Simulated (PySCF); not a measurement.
# C₆ coefficients of unlike pairs at PBE0

Calculated with PySCF 2.14 from the dipole response of each species, C₆(A,B) = (3/π) ∫ α_A(iu) α_B(iu) du, in atomic units, from isotropic polarisabilities. For ions this is the dispersion term alone; charge-induced terms of lower order in 1/R come first.

```
species           configuration                                                                            basis      relativity  α (bohr³)  C₆ (like pair)
    I²⁺  [Kr] 4d10 5s2 5p3 (4S)             def2-QZVPPD with the def2 core potential (28 electrons) (8s7p5d4f1g)  core potential      13.70           95.48
    Li⁺                1s2 (1S)  aug-cc-pCVTZ-DK with one added diffuse shell each of s, p, d, f type (8s7p5d3f)   spin-free X2C     0.1800         0.06987
   Sb³⁺      [Kr] 4d10 5s2 (1S)                                                     aug-cc-pVQZ-DK3 (9s8p6d3f2g)   spin-free X2C      10.74           49.10
   Ni²⁺           [Ar] 3d8 (3F)                                                      aug-cc-pwCVTZ (10s9p7d4f3g)            none      3.034           8.462
```

Problem. Estimate C₆ for Ni²⁺ with I²⁺.

Solution. The integral gives 27.06. The combination rule 2 C_A C_B / (C_A α_B/α_A + C_B α_A/α_B) gives 27.22 and the geometric mean 28.42.

No spin-orbit coupling is included.

The other pairs:

| pair | C₆ |
| --- | --- |
| Li⁺, I²⁺ | 2.142 |
| Ni²⁺, Sb³⁺ | 19.19 |
| Ni²⁺, Li⁺ | 0.7377 |
| Sb³⁺, I²⁺ | 68.29 |
| Sb³⁺, Li⁺ | 1.508 |
